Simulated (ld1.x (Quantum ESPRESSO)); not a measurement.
u(r) = r·R(r): atom against pseudo-atom (tantalum (Ta))

Columns: radius, all-electron u(r) and pseudo u(r) of the 6p shell (level -1.21 eV) of tantalum in the configuration [Xe] 4f14 5d4 6s1 6p0; PBE, scalar-relativistic, TM scheme, ld1.x (Quantum ESPRESSO) 7.5.

| r (bohr) | all-electron | pseudo |
| --- | --- | --- |
| 0.210 | -0.0278 | 0.0023 |
| 0.420 | 0.0988 | 0.0093 |
| 0.630 | -0.0443 | 0.0210 |
| 0.840 | -0.1593 | 0.0374 |
| 1.050 | -0.1794 | 0.0586 |
| 1.260 | -0.1339 | 0.0846 |
| 1.470 | -0.0568 | 0.1152 |
| 1.680 | 0.0297 | 0.1502 |
| 1.890 | 0.1137 | 0.1890 |
| 2.100 | 0.1896 | 0.2305 |
| 2.310 | 0.2553 | 0.2732 |
| 2.520 | 0.3107 | 0.3152 |
| 2.730 | 0.3560 | 0.3544 |
| 2.940 | 0.3921 | 0.3890 |
| 3.150 | 0.4199 | 0.4175 |
| 3.360 | 0.4403 | 0.4390 |
| 3.570 | 0.4542 | 0.4538 |
| 3.780 | 0.4625 | 0.4625 |
| 3.990 | 0.4661 | 0.4661 |
| 4.200 | 0.4657 | 0.4657 |
| 4.410 | 0.4620 | 0.4620 |
| 4.620 | 0.4557 | 0.4557 |
| 4.830 | 0.4473 | 0.4473 |
| 5.040 | 0.4371 | 0.4371 |
| 5.250 | 0.4258 | 0.4258 |
| 5.460 | 0.4134 | 0.4134 |

Problem. How many radial nodes do the two functions have?

Solution. The all-electron 6p function has n − l − 1 = 4 (the table is too coarse to show those close to the nucleus); the pseudo-wave has 0, since the states of the same l below it are removed with the core.

Problem. At about which radius was the pseudo-wave matched?

Solution. 4.20 bohr. The columns agree to 0.0005 from 3.57 bohr on; several derivatives are matched, so the curves merge somewhat inside the radius.

Problem. Is the pseudo-wave norm-conserving?

Solution. Yes: the TM scheme keeps the norm inside the radius equal to the all-electron one, which fixes the energy derivative of the logarithmic derivative at the level.
